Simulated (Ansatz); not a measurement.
H₈LiO₄ (SMILES [OH2]->[Li+](<-[OH2])(<-[OH2])<-[OH2]), charge +1, singlet, geometry from GFN2-xTB (such geometries of metal compounds can be far from the true shape); WB97M-V/STO-3G in Ansatz (a first-principles code).

Ansatz was given this input:
Ansatz 0.2 input:
```yaml
crystal:
  periodic: [false, false, false]
  atoms:
    - {symbol: Li, position_ang: [-0.00000000, -0.00000000, 0.00000000]}
    - {symbol: O, position_ang: [1.56474128, -0.33763891, -0.97885944]}
    - {symbol: H, position_ang: [1.81743891, 0.06481306, -1.81266588]}
    - {symbol: H, position_ang: [2.29587622, -0.91209539, -0.74108161]}
    - {symbol: O, position_ang: [0.45257509, 0.32010193, 1.79256566]}
    - {symbol: H, position_ang: [1.15256609, 0.88211730, 2.13204786]}
    - {symbol: H, position_ang: [0.05001919, -0.08104729, 2.56592516]}
    - {symbol: O, position_ang: [-0.87446830, 1.50184443, -0.70735395]}
    - {symbol: H, position_ang: [-1.37706481, 1.56104858, -1.52282219]}
    - {symbol: H, position_ang: [-0.94335988, 2.36896344, -0.30187222]}
    - {symbol: O, position_ang: [-1.14284807, -1.48430744, -0.10635227]}
    - {symbol: H, position_ang: [-2.07137750, -1.53107049, 0.13185595]}
    - {symbol: H, position_ang: [-0.92409821, -2.35272921, -0.45138705]}
basis:
  gaussian:
    orbitals: STO-3G
hamiltonian:
  xc: {name: wB97M-V}
total_charge: 1
```

What the program printed (banner, timings and long lists left out):

```
Functional definition: wB97M-V
442 factors; integrals over basis functions are off by at most 5.3e-4 eV
190 factors; integrals over basis functions are off by at most 2.8e-6 eV
mean field evaluation 1: about -8399.5356 eV, gradient 4.0e1 eV
mean field evaluation 2: about -8403.4525 eV, gradient 2.0e1 eV
mean field evaluation 4: about -8404.4815 eV, gradient 1.0e0 eV
mean field evaluation 8: about -8404.5774 eV, gradient 1.6e-2 eV
mean field -8404.57741793 eV, -308.8625232818 hartree, gradient 5.7e-6 eV, S^2 0.000000; 0 other end points of the search recorded, 0 dependent functions left out
reference -8404.57748823 eV, -308.8625258653 hartree; 21, 21 occupied and 12, 12 virtual orbitals, 442 factors
Total energy: -8404.57748823 eV, -308.8625258653 hartree
```
